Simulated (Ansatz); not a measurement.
Mulliken charges of GaH3O2SSi, SMILES `[OH][Ga]1[O][SiH2][S]1` from r2SCAN/def2-TZVPP in Ansatz (PBE0-D4/def2-TZVP geometry).

```csv
atom,x (Å),y (Å),z (Å),charge (e)
O1,-1.550,2.239,-0.485,-0.411
Ga2,-0.517,0.884,-0.050,0.677
O3,-0.330,-0.644,-1.020,-0.481
Si4,0.746,-1.379,-0.011,0.531
S5,0.892,0.194,1.490,-0.354
H6,-1.529,2.967,0.141,0.204
H7,2.063,-1.628,-0.647,-0.083
H8,0.225,-2.633,0.583,-0.083
```

Task: By hand: the dipole of these point charges (1 e Å = 4.8032 D).

Result: Σ q r = (0.024, 0.146, 0.157) e Å, of length 0.216 e Å = 1.04 D.

Task: How does the dipole of the full density compare? (Best estimate.)

Result: The calculation gave: (-0.024, 0.276, 0.189) e Å, 1.61 D; the point charges give 0.65 times that, at 16° from its direction.

Point charges leave out the atoms' own dipoles, such as those of lone pairs, and Mulliken's split depends on the basis, so the two needn't agree.
